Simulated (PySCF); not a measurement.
Cu: excitation energy

Cu [Ar] 3d10 4s1 (2S) → Cu [Ar] 3d9 4s2 (2D), as a difference of total energies. Computed with PySCF 2.14 in aug-cc-pVTZ-PP with ECP10MDF (6s6p5d3f2g, 88 functions), with scalar relativity through the core potential. Correlated levels: valence: 3s2 3p6 frozen. The calculations carry no spin-orbit coupling.

```json
{"method": "UHF", "excitation energy (eV)": "-0.260", "error (eV)": "-1.750"}
{"method": "LDA", "excitation energy (eV)": "2.001", "error (eV)": "+0.511"}
{"method": "PBE", "excitation energy (eV)": "1.657", "error (eV)": "+0.167"}
{"method": "PBE0", "excitation energy (eV)": "1.269", "error (eV)": "-0.221"}
{"method": "r2SCAN", "excitation energy (eV)": "1.201", "error (eV)": "-0.289"}
{"method": "HSE06", "excitation energy (eV)": "1.241", "error (eV)": "-0.249"}
{"method": "r2SCANh", "excitation energy (eV)": "1.094", "error (eV)": "-0.396"}
{"method": "PBEsol", "excitation energy (eV)": "1.837", "error (eV)": "+0.347"}
{"method": "PW91", "excitation energy (eV)": "1.652", "error (eV)": "+0.162"}
{"method": "MP2 (valence)", "excitation energy (eV)": "2.255", "error (eV)": "+0.765"}
{"method": "SCS-MP2 (valence)", "excitation energy (eV)": "1.769", "error (eV)": "+0.279"}
```

Reference: 1.490 eV (measured; NIST levels, between the centres of gravity of the two terms).

Errors of the correlated levels include the incompleteness of this basis and the frozen core.
